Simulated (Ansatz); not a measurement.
System: C5H4F, net charge 0, doublet state. It need not be the lowest isomer of its formula. SMILES: FC1=CCC=[C]1
Structure (B3LYP-D3(BJ)/def2-TZVP (Ansatz, a first-principles code) minimum search):
```xyz
10

F      1.9013     0.8317    -0.2577
C      0.6974     0.2838    -0.0961
C      0.3773    -1.0160    -0.1377
C     -1.1051    -1.1268     0.1026
C     -1.5752     0.3075     0.2866
C     -0.4956     1.0670     0.1613
H      1.0432    -1.8465    -0.3102
H     -1.3301    -1.7253     0.9923
H     -1.6207    -1.5982    -0.7413
H     -2.5969     0.5924     0.4787
```
Charge 0, spin multiplicity 2.

Quantity: atomisation energy (electronic, to ground-state atoms), in kcal/mol. Valence correlation only, unless marked. Open shells are spin-unrestricted. Spin-orbit coupling is left out. No relativistic terms. The coupled-cluster limit lacks core correlation, which all-electron functionals hold. CBS(X,Y): correlation extrapolated as X^-3; Hartree-Fock from the larger set.

```tsv
level	program	atomisation energy (kcal/mol)	minus last row
HF/6-31G	Ansatz	722.5	-338.5
revPBE-D3(BJ)/def2-TZVPD	Ansatz + dftd3	1078.2	17.2
r2SCAN-D3(BJ)/def2-TZVPD	Ansatz + dftd3	1078.2	17.2
r2SCAN-D4/def2-TZVPD	Ansatz + dftd4	1078.0	17.0
B3LYP/def2-TZVPD	Ansatz	1057.8	-3.2
PBE0/def2-QZVPP	Ansatz	1083.9	22.9
BHLYP/def2-TZVPD	Ansatz	1019.7	-41.3
r2SCANh/def2-TZVPD	Ansatz	1068.1	7.1
r2SCAN0-D4/def2-TZVPD	Ansatz + dftd4	1057.0	-4.0
r2SCAN0/def2-TZVPD	Ansatz	1055.6	-5.4
wB97X-V/def2-TZVPD	Ansatz	1065.7	4.7
B2GP-PLYP/def2-TZVPD	Ansatz	1051.7	-9.3
PBE-QIDH/def2-TZVPD	Ansatz	1068.2	7.2
RPA@PBE/cc-pVTZ	Ansatz	973.1	-87.9
RI-MP2/cc-pVTZ	Ansatz	1050.3	-10.7
SCS-MP2/6-31G*	Ansatz	976.9	-84.1
CCSD/STO-3G	Ansatz	1043.4	-17.6
CCSD/cc-pVQZ	Ansatz	1027.1	-33.9
CCSD(T)/6-31G	Ansatz	914.8	-146.2
CCSD(T)/cc-pwCVTZ	Ansatz	1034.6	-26.4
CCSD(T)/CBS(cc-pVTZ,cc-pVQZ)	Ansatz	1061.0	0.0
```

The UHF reference is spin-contaminated (<S^2> 0.47 over the pure value in the largest basis).
